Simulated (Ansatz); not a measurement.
Input file for Ansatz (an electronic-structure program): U-wB97M-V/def2-TZVPP on Cl (SMILES [Cl]).

Ansatz 0.2 input:
```yaml
crystal:
  periodic: [false, false, false]
  atoms:
    - {symbol: Cl, position_ang: [0.00000000, 0.00000000, 0.00000000]}
basis:
  gaussian:
    orbitals: def2-TZVPP
hamiltonian:
  xc: {name: wB97M-V}
magnetization: {spin_polarized: true, initial_magnetization: 1}
```

Predict the final total energy.

-460.1252 hartree.
